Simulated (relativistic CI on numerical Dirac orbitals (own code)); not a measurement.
# W3+: 4d photoemission

Computed with this model: Dirac-Coulomb-Breit CI, KLI orbitals optimised for each configuration, a model potential for QED, valence Slater integrals scaled by 0.8, multiplet model of photoemission in the sudden approximation; configurations [Xe] 4f14 5d3 → [Kr] 4d9 4f14 5s2 5p6 5d3; 300 K; Lorentzian 3.5 eV and Gaussian 0.6 eV FWHM. Energies are those of the free ion, without screening or charge transfer. The energies are binding energies and can lie tens of eV above those of solids. S is read from ⟨S²⟩ = S(S + 1).

Field parameters in Wybourne normalisation: D4h B²₀ = −7Ds, B⁴₀ = 21(Dq − Dt), B⁴₄ = 21√(5/14) Dq. The field is a parameter set, without covalency.

Computed curve for free ion, scaled to 100 at the maximum (points under 2 are left out and the grid is thinned):

Energy (eV), Intensity and a bar:
```
    272.8        2.1 
    273.6        2.4 
    274.0        2.5 
    274.8        2.8 
    275.2        3.0 
    276.0        3.5 
    276.8        4.1 #
    277.2        4.4 #
    278.0        5.2 #
    278.4        5.7 #
    279.2        7.0 ##
    280.0        8.8 ##
    280.4        9.9 ###
    281.2       12.9 ###
    282.0       17.6 #####
    282.4       20.8 ######
    283.2       30.4 #########
    283.6       37.5 ###########
    284.4       58.0 ##################
    285.2       85.2 ###########################
    285.6       95.9 ##############################
    286.4       95.9 ##############################
    286.8       85.5 ###########################
    287.6       59.8 ##################
    288.4       40.2 ############
    288.8       33.4 ##########
    289.6       24.3 #######
    290.0       21.3 ######
    290.8       17.0 #####
    291.6       14.3 ####
    292.0       13.4 ####
    292.8       12.4 ###
    293.6       12.5 ###
    294.0       12.9 ###
    294.8       14.8 ####
    295.2       16.5 #####
    296.0       21.8 ######
    296.8       31.3 #########
    297.2       38.0 ###########
    298.0       53.3 ################
    298.4       59.0 ##################
    299.2       59.5 ##################
    300.0       48.4 ###############
    300.4       41.7 #############
    301.2       30.2 #########
    301.6       25.6 ########
    302.4       18.5 #####
    303.2       13.3 ####
    303.6       11.4 ###
    304.4        8.6 ##
    305.2        6.6 #
    305.6        5.9 #
    306.4        4.8 #
    306.8        4.3 #
    307.6        3.6 
    308.4        3.1 
    308.8        2.9 
    309.6        2.5 
    310.0        2.3 
    310.8        2.1
```

The ground state has S = 1.43, and the centroid lies at 291.22 eV.
